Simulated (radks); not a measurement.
Results of a calculation; reference values are marked as such.
Species: La4+. Configuration: [Kr] 4d10 5s2 5p5.

Level of theory: scalar-relativistic Kohn-Sham, r2SCAN, spin-unpolarised, spherical densities, finite nucleus; meta-GGA in the generalised Kohn-Sham scheme; Fermi nuclear charge, rms radius 4.855 fm (a radial shooting solver on a logarithmic mesh with Libxc functionals).

Energy parts (hartree):
| part | energy |
|---|---|
| total | -8490.7890 |
| kinetic | 8981.3049 |
| electron-nucleus | -20473.1082 |
| Hartree | 3203.5553 |
| exchange-correlation | -202.5411 |

Orbitals (lengths in bohr, moments of r in powers of bohr):
| orbital | occ. | eigenvalue (hartree) | <1/r> | <r^4> |
|---|---|---|---|---|
| 1s | 2 | -1427.792 | 62.01 | 1.921e-06 |
| 2s | 2 | -229.1725 | 14.29 | 0.0003188 |
| 2p | 6 | -205.4278 | 13.55 | 0.0002331 |
| 3s | 2 | -50.38524 | 5.187 | 0.01300 |
| 3p | 6 | -42.75818 | 4.910 | 0.01362 |
| 3d | 10 | -31.81189 | 4.647 | 0.01146 |
| 4s | 2 | -11.38579 | 2.146 | 0.3379 |
| 4p | 6 | -8.88916 | 1.982 | 0.4434 |
| 4d | 10 | -5.26294 | 1.726 | 0.7512 |
| 5s | 2 | -2.77233 | 0.8665 | 9.605 |
| 5p | 5 | -2.11216 | 0.7639 | 15.39 |

The highest occupied level is 5p at -57.475 eV. Summed over all electrons, <r^2> = 34.16 bohr^2, which gives a Langevin (diamagnetic) susceptibility term of -27.1 x 10^-6 cm^3/mol. The electron density at the nucleus is 3.646e+05 e/bohr^3 (large components only). For comparison, the ionisation energy in NIST's Atomic Spectra Database is 62 eV (semi-empirical). In exact Kohn-Sham theory the highest level is minus the ionisation energy, but local and semilocal functionals leave it too shallow, through self-interaction and a potential that decays too fast; potentials with the right tail come closer. The density falls to 0.001 e/bohr^3 at r = 3.34 bohr.

Beside tabulated values, note that spin-unpolarised runs miss the spin-polarisation part of the exchange energy of open shells.
